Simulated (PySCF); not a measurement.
1,3-oxasiletane-2,4-dione (C₂H₂O₃Si), SMILES O=C1OC(=O)[SiH2]1. Geometry: B3LYP-D3(BJ)/def2-SVP.

Computed equilibrium geometry at B3LYP-D3(BJ)/def2-SVP (PySCF confirms it by a frequency run) as bond lengths and angles, and its point group:
point group C2v.
Atoms: O1 C2 O3 C4 O5 Si6 H7 H8. Bonds (Å): O1–C2 1.185, C2–O3 1.413, C2–Si6 1.943, O3–C4 1.413, C4–O5 1.185, C4–Si6 1.943, Si6–H7 1.484, Si6–H8 1.484. Bond angles (°): O1–C2–O3 123.1, O1–C2–Si6 143.9, O3–C2–Si6 93.0, C2–O3–C4 104.0, O3–C4–O5 123.1, O3–C4–Si6 93.0, O5–C4–Si6 143.9, C2–Si6–C4 70.0, C2–Si6–H7 117.0, C2–Si6–H8 117.0, C4–Si6–H7 117.0, C4–Si6–H8 117.0, H7–Si6–H8 112.7.
Charge 0, spin multiplicity 1.
